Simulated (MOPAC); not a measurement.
Job for MOPAC: PM6 on CH3AlO (a complex), monomers drawn apart or pushed together.

```
PM6 1SCF PRECISE CHARGE=0 THREADS=1
CH3AlO

Al     0.03293872 1    -0.05424756 1     0.29317912 1
H      1.40888496 1    -0.80216166 1     0.30369960 1
H     -0.00539541 1     1.48884848 1     0.03097128 1
H     -1.29519228 1    -0.88130476 1     0.23009942 1
C     -0.05573892 1     0.26121353 1     3.55248405 1
O     -0.02603088 1     0.15455348 1     2.43447769 1
```

It printed:

```
*******************************************************************************
 **                                                                           **
 **                              MOPAC v23.2.5                                **
 **                                                                           **
 *******************************************************************************
 ** MOPAC's Digital Object Identifier: https://doi.org/10.5281/zenodo.6511958 **
 **                                                                           **
 ** Please cite the open-source release paper for use of this MOPAC version:  **
 ** J. E. Moussa and J. J. P. Stewart (2026)                                  **
 ** MOPAC: An open-source semiempirical molecular orbital program             **
 ** J. Open Source Softw., 11(119), 8025, https://doi.org/10.21105/joss.08025 **
 *******************************************************************************

                              PM6 CALCULATION RESULTS

 *******************************************************************************
 *  PM6        - The PM6 Hamiltonian to be used
 *
 *
 *
 *                 CHARGE ON SYSTEM = 0
 *
 *
 *
 *  PRECISE    - TIGHTER CRITERIA TO BE USED
 *  1SCF       - DO 1 SCF AND THEN STOP
 *  THREADS=1  - MULTI-THREADING NOT USED
 *  T=         - A TIME OF 172800.0 SECONDS REQUESTED
 *  DUMP=N     - RESTART FILE WRITTEN EVERY 7200.0 SECONDS REQUESTED
 *******************************************************************************
PM6 1SCF PRECISE CHARGE=0 THREADS=1
 CH3AlO

   ATOM   CHEMICAL          X               Y               Z
  NUMBER   SYMBOL      (ANGSTROMS)     (ANGSTROMS)     (ANGSTROMS)

     1      Al          0.03293872  *  -0.05424756  *   0.29317912  *
     2       H          1.40888496  *  -0.80216166  *   0.30369960  *
     3       H         -0.00539541  *   1.48884848  *   0.03097128  *
     4       H         -1.29519228  *  -0.88130476  *   0.23009942  *
     5       C         -0.05573892  *   0.26121353  *   3.55248405  *
     6       O         -0.02603088  *   0.15455348  *   2.43447769  *



          CARTESIAN COORDINATES

    NO.       ATOM           X           Y           Z

     1        Al          0.0329     -0.0542      0.2932
     2         H          1.4089     -0.8022      0.3037
     3         H         -0.0054      1.4888      0.0310
     4         H         -1.2952     -0.8813      0.2301
     5         C         -0.0557      0.2612      3.5525
     6         O         -0.0260      0.1546      2.4345

 General Reference for PM6:
 "Optimization of Parameters for Semiempirical Methods V: Modification of NDDO Approximations
 and Application to 70 Elements", J. J. P. Stewart, J. Mol. Mod., 13, 1173-1213 (2007)
 URL: https://link.springer.com/article/10.1007/s00894-007-0233-4

           Empirical Formula: C H3 O Al  =     6 atoms



      MOLECULAR POINT GROUP   :   C3v


      RHF CALCULATION, NO. OF DOUBLY OCCUPIED LEVELS = 8


 -------------------------------------------------------------------------------
 PM6 1SCF PRECISE CHARGE=0 THREADS=1
 CH3AlO



     1SCF WAS SPECIFIED, SO BFGS WAS NOT USED
     SCF FIELD WAS ACHIEVED


                              PM6 CALCULATION
                                                       MOPAC v23.2.5 Linux




          FINAL HEAT OF FORMATION =         63.38920 KCAL/MOL =     265.22042 KJ/MOL


          COSMO AREA              =        108.54 SQUARE ANGSTROMS
          COSMO VOLUME            =         92.39 CUBIC ANGSTROMS

          IONIZATION POTENTIAL    =         11.234704 EV
          HOMO LUMO ENERGIES (EV) =        -11.235  0.487
          NO. OF FILLED LEVELS    =          8
          MOLECULAR WEIGHT        =         58.0156         POINT GROUP:  C3v

          MOLECULAR DIMENSIONS (Angstroms)

            Atom       Atom       Distance
            C     5    H     3     3.72970
            H     4    H     2     2.70623
            H     3    H     2     2.12437


          SCF CALCULATIONS        =          1





   ATOM   CHEMICAL          X               Y               Z
  NUMBER   SYMBOL      (ANGSTROMS)     (ANGSTROMS)     (ANGSTROMS)

     1      Al          0.03293872  *  -0.05424756  *   0.29317912  *
     2       H          1.40888496  *  -0.80216166  *   0.30369960  *
     3       H         -0.00539541  *   1.48884848  *   0.03097128  *
     4       H         -1.29519228  *  -0.88130476  *   0.23009942  *
     5       C         -0.05573892  *   0.26121353  *   3.55248405  *
     6       O         -0.02603088  *   0.15455348  *   2.43447769  *

                             CARTESIAN COORDINATES

   1   Al        0.032938720    -0.054247560     0.293179120
   2    H        1.408884960    -0.802161660     0.303699600
   3    H       -0.005395410     1.488848480     0.030971280
   4    H       -1.295192280    -0.881304760     0.230099420
   5    C       -0.055738920     0.261213530     3.552484050
   6    O       -0.026030880     0.154553480     2.434477690


           Empirical Formula: C H3 O Al  =     6 atoms



      MOLECULAR POINT GROUP   :   C3v


                  EIGENVALUES
 -35.17573 -21.64987 -16.99213 -16.99172 -14.97656 -13.04209 -11.23628 -11.23470
   0.48750   0.48761   1.22245   4.45525   5.08628   6.08164   6.08288 114.61521
 114.61554 114.85351 115.83390 115.83425


              NET ATOMIC CHARGES AND DIPOLE CONTRIBUTIONS

  ATOM NO.   TYPE          CHARGE      No. of ELECS.   s-Pop       p-Pop       d-Pop
    1         Al           0.159283        2.8407     1.09395     1.72169     0.02507
    2          H          -0.090347        1.0903     1.09035
    3          H          -0.090166        1.0902     1.09017
    4          H          -0.090257        1.0903     1.09026
    5          C           0.414590        3.5854     1.75042     1.83499
    6          O          -0.303103        6.3031     1.73571     4.56740
 DIPOLE           X         Y         Z       TOTAL
 POINT-CHG.    -0.095     0.339     3.509     3.527
 HYBRID         0.037    -0.133    -1.406     1.412
 SUM           -0.059     0.206     2.104     2.115


          ATOMIC ORBITAL ELECTRON POPULATIONS

     Atom    s        px        py        pz      x^2-y^2     xz        z^2       yz        xy
    1 Al   1.09395   0.80683   0.80055   0.11431   0.00682   0.00112   0.00838   0.00163   0.00713
    2  H   1.09035
    3  H   1.09017
    4  H   1.09026
    5  C   1.75042   0.45746   0.46129   0.91624
    6  O   1.73571   1.54222   1.54174   1.48344

 **********************
 *                    *
 * JOB ENDED NORMALLY *
 *                    *
 **********************




 == MOPAC DONE ==
```

The run finished.

Cost: roughly 0.03 core-seconds.
